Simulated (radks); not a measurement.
Task: Radial electron density D(r) = 4 pi r^2 rho(r) of an atom or ion with 34 electrons. Method: non-relativistic Kohn-Sham, LB94 model potential, spin-polarised, spherical densities, point nucleus; computed with a radial shooting solver on a logarithmic mesh with Libxc functionals.

```
   r/bohr * D(r) (the largest magnitude, 80.6, reaches the edge; | marks zero)
  0.00165 | *
  0.00186 | *
 0.002114 |  *
 0.002384 |  *
 0.002709 |   *
 0.003055 |    *
 0.003472 |     *
 0.003914 |       *
 0.004449 |         *
 0.005016 |           *
 0.005701 |             *
 0.006428 |               *
 0.007306 |                  *
 0.008237 |                      *
 0.009362 |                         *
  0.01056 |                            *
    0.012 |                                *
  0.01353 |                                   *
  0.01537 |                                      *
  0.01733 |                                        *
   0.0197 |                                          *
  0.02221 |                                          *
  0.02525 |                                         *
  0.02846 |                                        *
  0.03235 |                                       *
  0.03648 |                                     *
  0.04146 |                                     *
  0.04674 |                                     *
  0.05312 |                                       *
   0.0599 |                                           *
  0.06808 |                                               *
  0.07676 |                                                   *
  0.08724 |                                                      *
  0.09836 |                                                      *
   0.1118 |                                                   *
    0.126 |                                               *
   0.1433 |                                         *
   0.1615 |                                      *
   0.1836 |                                     *
    0.207 |                                       *
   0.2352 |                                          *
   0.2652 |                                            *
   0.3015 |                                          *
   0.3399 |                                     *
   0.3863 |                             *
   0.4356 |                    *
    0.495 |              *
   0.5582 |          *
   0.6344 |        *
   0.7153 |        *
   0.8129 |      *
   0.9166 |    *
    1.042 |  *
    1.175 | *
    1.335 |*
    1.505 *
    1.711 *
    1.929 *
    2.192 *
    2.472 *
```

What is the nuclear charge?

Result: Z = 50. The innermost maximum, from 1s, lies near 1/Z = 0.02 bohr (found: 0.0222), and its height grows with Z. The density is that of the tin ion Sn16+ in [Ar] 3d10 4s2 4p4; the configuration itself is not fixed sharply by these data, and Z only to a few units. D(r) has 3 maxima, at r = 0.0222, 0.0930, 0.270 bohr, and minima at 0.0418, 0.179 bohr, inside which lie 2.01, 11.30 electrons.
